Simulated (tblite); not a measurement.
C₄H₁₄GeSSi.
Atom-mapped SMILES: `[CH3:1][SiH2:2][CH2:3][C@@H:4]([CH3:5])[GeH2:6][SH:7]` (hydrogens: H8, H9, H10 on C1; H11, H12 on Si2; H13, H14 on C3; H15 on C4; H16, H17, H18 on C5; H19, H20 on Ge6; H21 on S7)

Computed with GFN2-xTB (tblite), gas phase: L-BFGS steps from a force-field or distance-geometry start until the largest atomic force falls under 0.01 eV/Å.

Step 17: E = -615.4293 eV
```
atom  x, y, z in Å  |  force x, y, z in eV/Å
C1      3.2287    0.1722    0.9955   -0.020   0.001  -0.027
Si2     1.9173    0.5056   -0.3362    0.028   0.002   0.012
C3      0.2087    0.0386    0.3682    0.048  -0.011  -0.009
C4     -0.9516    0.3987   -0.5520    0.014   0.009  -0.008
C5     -1.0158   -0.4925   -1.7829   -0.017   0.000   0.029
Ge6    -2.6944    0.2880    0.4589    0.021   0.039   0.008
S7     -3.0398   -1.7557    1.2217   -0.027  -0.060   0.035
H8      3.2526   -0.8780    1.2743    0.002   0.023   0.007
H9      4.2194    0.4383    0.6400   -0.022  -0.001  -0.008
H10     3.0386    0.7501    1.8958    0.002  -0.016  -0.003
H11     1.8790    1.9311   -0.6900    0.023   0.017   0.006
H12     2.2209   -0.2765   -1.5406    0.023  -0.023   0.007
H13     0.0846    0.5559    1.3262   -0.029   0.017  -0.007
H14     0.1728   -1.0317    0.5874   -0.012  -0.018   0.001
H15    -0.8354    1.4363   -0.8718   -0.036   0.030   0.001
H16    -1.8853   -0.2397   -2.3899    0.009   0.003  -0.011
H17    -1.1020   -1.5371   -1.4847    0.001  -0.010  -0.019
H18    -0.1238   -0.3822   -2.3964   -0.012   0.009   0.025
H19    -2.7121    1.2216    1.6636    0.009   0.009  -0.029
H20    -3.9214    0.6105   -0.3659   -0.002  -0.002  -0.005
H21    -1.9499   -1.7365    1.9784   -0.003  -0.016  -0.005
```

Step 18: E = -615.4298 eV
```
atom  x, y, z in Å  |  force x, y, z in eV/Å
C1      3.2287    0.1717    0.9954   -0.009   0.007  -0.012
Si2     1.9183    0.5053   -0.3363    0.023   0.012  -0.017
C3      0.2087    0.0395    0.3674    0.034  -0.007  -0.005
C4     -0.9532    0.3987   -0.5529    0.027   0.015   0.023
C5     -1.0164   -0.4926   -1.7835   -0.009   0.009   0.024
Ge6    -2.6963    0.2891    0.4591    0.023   0.004   0.006
S7     -3.0425   -1.7552    1.2252   -0.038  -0.044   0.018
H8      3.2542   -0.8782    1.2749   -0.002   0.022   0.006
H9      4.2189    0.4384    0.6395   -0.017  -0.001  -0.010
H10     3.0394    0.7502    1.8957    0.001  -0.020  -0.006
H11     1.8823    1.9322   -0.6896    0.021  -0.005   0.008
H12     2.2262   -0.2784   -1.5401    0.012  -0.009   0.024
H13     0.0865    0.5568    1.3267   -0.036   0.005  -0.035
H14     0.1743   -1.0312    0.5867   -0.019  -0.007  -0.001
H15    -0.8394    1.4372   -0.8715   -0.028   0.019  -0.002
H16    -1.8848   -0.2394   -2.3922    0.009  -0.001  -0.005
H17    -1.1024   -1.5373   -1.4853   -0.001  -0.006  -0.022
H18    -0.1233   -0.3811   -2.3956   -0.015   0.003   0.027
H19    -2.7123    1.2229    1.6628    0.008   0.016  -0.023
H20    -3.9252    0.6090   -0.3650    0.007  -0.002   0.001
H21    -1.9508   -1.7407    1.9782    0.010  -0.010   0.001
```

Step 19: E = -615.4303 eV
```
atom  x, y, z in Å  |  force x, y, z in eV/Å
C1      3.2284    0.1714    0.9951    0.003   0.010   0.004
Si2     1.9195    0.5053   -0.3366    0.011   0.016  -0.036
C3      0.2095    0.0401    0.3667    0.011   0.000  -0.003
C4     -0.9539    0.3989   -0.5532    0.027   0.015   0.039
C5     -1.0170   -0.4926   -1.7835    0.000   0.014   0.013
Ge6    -2.6973    0.2901    0.4594    0.017  -0.036   0.005
S7     -3.0452   -1.7557    1.2284   -0.036  -0.016   0.004
H8      3.2554   -0.8779    1.2756   -0.007   0.013   0.004
H9      4.2182    0.4385    0.6388   -0.006   0.001  -0.012
H10     3.0400    0.7499    1.8954   -0.003  -0.017  -0.004
H11     1.8854    1.9331   -0.6891    0.019  -0.018   0.007
H12     2.2307   -0.2802   -1.5393    0.004   0.000   0.031
H13     0.0872    0.5577    1.3265   -0.033  -0.004  -0.050
H14     0.1751   -1.0309    0.5861   -0.019   0.005  -0.003
H15    -0.8431    1.4382   -0.8713   -0.016   0.006  -0.002
H16    -1.8841   -0.2392   -2.3941    0.007  -0.002   0.003
H17    -1.1027   -1.5375   -1.4862   -0.003  -0.001  -0.020
H18    -0.1233   -0.3801   -2.3944   -0.012  -0.001   0.024
H19    -2.7122    1.2243    1.6616    0.005   0.023  -0.013
H20    -3.9280    0.6078   -0.3644    0.018  -0.002   0.006
H21    -1.9514   -1.7443    1.9781    0.013  -0.007   0.002
```

Step 20: E = -615.4307 eV
```
atom  x, y, z in Å  |  force x, y, z in eV/Å
C1      3.2280    0.1714    0.9946    0.014   0.009   0.015
Si2     1.9207    0.5056   -0.3376   -0.002   0.012  -0.033
C3      0.2105    0.0406    0.3659   -0.011   0.005  -0.006
C4     -0.9542    0.3993   -0.5528    0.015   0.008   0.033
C5     -1.0177   -0.4922   -1.7830    0.007   0.014   0.001
Ge6    -2.6978    0.2902    0.4598    0.007  -0.066   0.006
S7     -3.0481   -1.7566    1.2314   -0.024   0.010  -0.001
H8      3.2563   -0.8774    1.2762   -0.011   0.001   0.000
H9      4.2172    0.4386    0.6379    0.006   0.004  -0.014
H10     3.0405    0.7493    1.8952   -0.008  -0.007   0.001
H11     1.8886    1.9339   -0.6884    0.017  -0.020   0.003
H12     2.2347   -0.2821   -1.5381   -0.001   0.004   0.027
H13     0.0870    0.5584    1.3255   -0.024  -0.005  -0.049
H14     0.1753   -1.0305    0.5856   -0.015   0.013  -0.005
H15    -0.8468    1.4393   -0.8710   -0.004  -0.004   0.001
H16    -1.8834   -0.2391   -2.3956    0.003   0.001   0.011
H17    -1.1030   -1.5377   -1.4874   -0.005   0.004  -0.012
H18    -0.1235   -0.3792   -2.3928   -0.002  -0.001   0.017
H19    -2.7119    1.2260    1.6601    0.003   0.027  -0.005
H20    -3.9298    0.6068   -0.3638    0.027  -0.002   0.011
H21    -1.9518   -1.7477    1.9779    0.007  -0.007  -0.002
```

Task: Estimate the geometry and energy of step 21. (The exact step hangs on the optimiser's Hessian estimate; all steps are aligned on step 20, rigid shifts and turns removed.)

Result: E = -615.4311 eV, largest force 0.070 eV/Å
```
atom  x, y, z in Å  |  force x, y, z in eV/Å
C1      3.2277    0.1715    0.9943    0.017   0.006   0.015
Si2     1.9218    0.5061   -0.3389   -0.010   0.002  -0.010
C3      0.2115    0.0411    0.3650   -0.023   0.007  -0.010
C4     -0.9542    0.3997   -0.5520   -0.005  -0.002   0.011
C5     -1.0181   -0.4916   -1.7824    0.010   0.008  -0.007
Ge6    -2.6981    0.2892    0.4604    0.000  -0.069   0.011
S7     -3.0510   -1.7574    1.2340   -0.009   0.022   0.002
H8      3.2569   -0.8768    1.2769   -0.013  -0.008  -0.006
H9      4.2165    0.4388    0.6369    0.016   0.006  -0.013
H10     3.0409    0.7487    1.8951   -0.011   0.005   0.006
H11     1.8916    1.9344   -0.6878    0.014  -0.014  -0.003
H12     2.2382   -0.2838   -1.5366   -0.003   0.003   0.016
H13     0.0862    0.5590    1.3237   -0.012   0.002  -0.033
H14     0.1750   -1.0300    0.5851   -0.008   0.014  -0.007
H15    -0.8500    1.4400   -0.8707    0.005  -0.010   0.006
H16    -1.8828   -0.2389   -2.3967   -0.002   0.007   0.017
H17    -1.1034   -1.5378   -1.4888   -0.006   0.009  -0.004
H18    -0.1236   -0.3784   -2.3911    0.010   0.000   0.008
H19    -2.7114    1.2279    1.6586    0.002   0.023  -0.003
H20    -3.9306    0.6060   -0.3632    0.033  -0.004   0.012
H21    -1.9520   -1.7507    1.9777   -0.004  -0.007  -0.009
```

The energy changes by -0.0004 eV. The first-order estimate −F·Δx gives -0.0005 eV and the mean of the old and new forces, exact on a quadratic surface, -0.0004 eV. The step makes an angle of 66° with the force vector and moves no atom by more than 0.004 Å.

The cost below is that of the whole relaxation. Hardware: one thread, Intel Xeon at 2.50 GHz (x86_64) (shared host). Cost: 2.7 s wall.
